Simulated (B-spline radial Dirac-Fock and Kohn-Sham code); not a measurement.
Radiative decay of the 2p3/2 hole in Pd³⁺

System: the Pd³⁺ ion, configuration [Kr] 4d7.

The run's input, task.json:

```json
{"items": [{
  "Z": 46,
  "q": 3,
  "cfg": [[1, 0, 2], [2, 0, 2], [2, 1, 6], [3, 0, 2], [3, 1, 6], [3, 2, 10], [4, 0, 2], [4, 1, 6], [4, 2, 7]],
  "A": 106,
  "rrms": 4.5318,
  "do": ["binding", "quiet", "decay"],
  "holes": ["K", "L1", "L2", "L3", "M1", "M2", "M3", "M4", "M5", "N1", "N2", "N3"]
}]}
```

Command: `python xray_run.py task.json out`

Model: one-electron (LDA, Dirac) transition rates at Dirac-Fock energies. Program: an atomic code on a B-spline grid.

```
line  multipole  energy (eV)  width (meV)  share (%)
  Lℓ         E1       2501.8         3.36       3.11
 Lα2         E1            –         9.78       9.05
 Lα1         E1       2840.3         86.9       80.3
 Lβ6         E1       3083.7        0.670      0.619
Lβ15         E1       3178.9        0.752      0.695
 Lβ2         E1       3179.5         6.69       6.19
```

The listed lines hold 100.0 % of the radiative rate. A dash stands for an energy that rests on an unreliable hole state. The radiative width is 0.108 eV in the length form and 0.110 eV in the velocity form; the two differ because the transition energies are not eigenvalue differences of the potential that gave the orbitals.

Values without a named source are computed, but for edge energies of neutral atoms, which are taken from tables.
